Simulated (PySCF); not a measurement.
C₃HF₄, SMILES [CH]=C(F)C(F)(F)F, multiplicity 2. Atoms are numbered in the order given.

```xyz
8

C      1.2243    -1.6489     0.0000
C      0.1038    -0.9661     0.0000
F     -1.1110    -1.5242     0.0000
C      0.0168     0.5489     0.0000
F     -0.6400     0.9868    -1.0808
F     -0.6400     0.9868     1.0808
F      1.2393     1.0924     0.0000
H      2.2958    -1.4806     0.0000
```
Charge 0, spin multiplicity 2.

Geometry optimised at B3LYP-D3(BJ)/def2-SVP. The isomer is the one that the SMILES or the coordinates give; other isomers of the formula were not compared.

These are PySCF with SMD-ωB97X/def2-SVP values and carry that method's errors.

Solvation free energies are E(SMD) − E(gas) at the gas-phase geometry, for 1 M in both phases. In vacuum the dipole moment is 1.84 D.

### Question
Estimate the solvation free energies in water, cyclohexanone, ethanol. (The exact figures need the calculation; the answer reports its results.)

### Answer

```
solvent        ΔG(solv) (kcal/mol)  its non-electrostatic (CDS) part  dipole (D)
-------------  -------------------  --------------------------------  ----------
water                          2.7                               5.8        2.37
cyclohexanone                  0.0                               2.9        2.32
ethanol                       -0.5                               2.5        2.34
```
